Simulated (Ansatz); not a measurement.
CH3NS, SMILES `N[C]S` (lower singlet; N–C–S–H torsion 0°) (charge 0, multiplicity 1). This singlet lies 1.85 eV below the relaxed triplet at the level frozen-core CCSD(T)/cc-pVTZ // PBE0-D3(BJ)/def2-TZVP (Ansatz, a program for electronic structure).

All values below come from frozen-core CCSDTQ/6-31g // PBE0-D3(BJ)/def2-TZVP (Ansatz).

Ansatz 0.2 input:
```yaml
crystal:
  periodic: [false, false, false]
  atoms:
    - { symbol: N, position_ang: [-0.837577, 0.007826, 0.438733] }
    - { symbol: C, position_ang: [0.015531, -0.978138, 0.322267] }
    - { symbol: S, position_ang: [1.609267, -0.598458, -0.073854] }
    - { symbol: H, position_ang: [-1.795819, -0.195729, 0.67493] }
    - { symbol: H, position_ang: [-0.612307, 0.993749, 0.306677] }
    - { symbol: H, position_ang: [1.620908, 0.770752, -0.19172] }
basis:
  gaussian: { orbitals: "6-31g" }
correlation:
  method: ccsdtq
```

Output:

```
Functional definition: HF
858 factors; integrals over basis functions are off by at most 1.9e-7 eV
mean field evaluation 1: about -13370.7602 eV, gradient 2.0e1 eV
mean field evaluation 2: about -13370.7648 eV, gradient 2.0e1 eV
mean field evaluation 4: about -13372.0809 eV, gradient 2.7e0 eV
mean field evaluation 8: about -13372.1183 eV, gradient 4.6e-4 eV
mean field evaluation 16: about -13372.1133 eV, gradient 2.8e-1 eV
mean field -13372.11830383 eV, -491.4162837183 hartree, gradient 1.9e-6 eV, S^2 0.000000; 0 other end points of the search recorded, 0 dependent functions left out
7 core orbitals not correlated
reference -13372.11830383 eV, -491.4162837183 hartree; 9, 9 occupied and 21, 21 virtual orbitals, 858 factors
second order -6.51631458 eV of doubles, -0.00000000 eV of singles
cycle   1  -6.89232045 eV  change   -3.8e-1 eV  update   9.9e-2
cycle   2  -7.33485671 eV  change   -4.4e-1 eV  update   4.4e-2
cycle   3  -7.53752487 eV  change   -2.0e-1 eV  update   2.7e-2
cycle   4  -7.53135014 eV  change    6.2e-3 eV  update   8.4e-3
cycle   5  -7.53310633 eV  change   -1.8e-3 eV  update   4.7e-3
cycle   6  -7.53533003 eV  change   -2.2e-3 eV  update   2.0e-3
cycle   7  -7.53415479 eV  change    1.2e-3 eV  update   1.0e-3
cycle   8  -7.53340859 eV  change    7.5e-4 eV  update   3.9e-4
cycle   9  -7.53383933 eV  change   -4.3e-4 eV  update   2.1e-4
cycle  10  -7.53397173 eV  change   -1.3e-4 eV  update   8.1e-5
cycle  11  -7.53389495 eV  change    7.7e-5 eV  update   4.3e-5
cycle  12  -7.53393851 eV  change   -4.4e-5 eV  update   2.2e-5
cycle  13  -7.53390623 eV  change    3.2e-5 eV  update   9.4e-6
cycle  14  -7.53390094 eV  change    5.3e-6 eV  update   4.1e-6
cycle  15  -7.53390569 eV  change   -4.7e-6 eV  update   2.3e-6
cycle  16  -7.53390820 eV  change   -2.5e-6 eV  update   9.1e-7
cycle  17  -7.53390845 eV  change   -2.6e-7 eV  update   4.0e-7
Total energy: -13379.65221228 eV, -491.6931497473 hartree
```
